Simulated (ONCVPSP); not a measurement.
technetium (Tc): one change to an ONCV potential, before and after

Tc (Z = 43), optimised norm-conserving Vanderbilt (ONCV), made with ONCVPSP 4.0.1 (LDA (Perdew-Wang 92), scalar-relativistic). Core [Ar] 3d10, reference 4s2 4p6 4d5 5s1 5p1. Waves: 4s+5s: rc 1.90 bohr, ncon 4, nbas 9, qcut 6.2 1/bohr, 2 projectors; 4p+5p: rc 2.30 bohr, ncon 4, nbas 8, qcut 6.7 1/bohr, 2 projectors; 4d: rc 1.90 bohr, ncon 5, nbas 10, qcut 7.9 1/bohr, local. Local part: the d channel. Core correction: Teter function fitted to the true core (icmod 2), fcfact 0.4.

All-electron outer shells of the reference configuration (LDA (PZ), scalar-relativistic, ld1.x):

```json
{"shell": "3p", "level (eV)": "-417.04", "outermost node (bohr)": "0.16", "outermost maximum (bohr)": "0.36"}
{"shell": "3d", "level (eV)": "-251.63", "outermost node (bohr)": "–", "outermost maximum (bohr)": "0.31"}
{"shell": "4s", "level (eV)": "-74.84", "outermost node (bohr)": "0.50", "outermost maximum (bohr)": "0.95"}
{"shell": "4p", "level (eV)": "-46.85", "outermost node (bohr)": "0.51", "outermost maximum (bohr)": "1.03"}
{"shell": "4d", "level (eV)": "-8.17", "outermost node (bohr)": "0.50", "outermost maximum (bohr)": "1.27"}
{"shell": "5s", "level (eV)": "-6.19", "outermost node (bohr)": "1.28", "outermost maximum (bohr)": "2.69"}
{"shell": "5p", "level (eV)": "-2.25", "outermost node (bohr)": "1.45", "outermost maximum (bohr)": "3.54"}
```

Change: core [Ar] 3d10 4s2, valence charge 13; reference 4p6 4d5 5s2; waves now 5s: rc 2.75 bohr, ncon 4, nbas 9, qcut 2 1/bohr, 1 projector; 4p: rc 1.50 bohr, ncon 4, nbas 8, qcut 11.3 1/bohr, 2 projectors, debl 3.1 Ha; 4d: rc 2.05 bohr, ncon 4, nbas 8, qcut 6.6 1/bohr, 2 projectors, debl 0.7 Ha; local potential polynomial inside 1.15 bohr (lpopt 2, dvloc0 0 Ha).

Cutoffs: the cutoffs (Ha) at which the residual kinetic energy of the hardest occupied pseudo-wave falls to 1 and 0.1 mHa per electron; they do not see the model core or the augmentation charge, which bear on the density cutoff. Errors are all-electron minus pseudo energies relative to the spin-unpolarised reference configuration.

Question: What does the change do?

Answer: The potential gets harder (21 Ha and 25 Ha → 34 Ha and 41 Ha); a bound ghost appears in s, which as a rule spoils a file. Several settings change at once here, so the effects cannot be laid on one of them.

```csv
quantity,base,changed
"cutoff, loose",21 Ha,34 Ha
"cutoff, tight",25 Ha,41 Ha
loose cutoff by channel,"s 12 Ha, p 14 Ha, d 21 Ha","s 6.7 Ha, p 34 Ha, d 17 Ha"
bound ghosts,none,s
GHOST(+) flags under 300 eV,none,none
"largest error over its own tests, meV",-6.1,-24
"rms error of d²Exc/dni dnj with the model core, mHa",0.86,1.13
```

 A true bound ghost makes a file unfit for plane-wave use even where its test errors are small: the radial tests pick states by their node count and pass the ghost by.
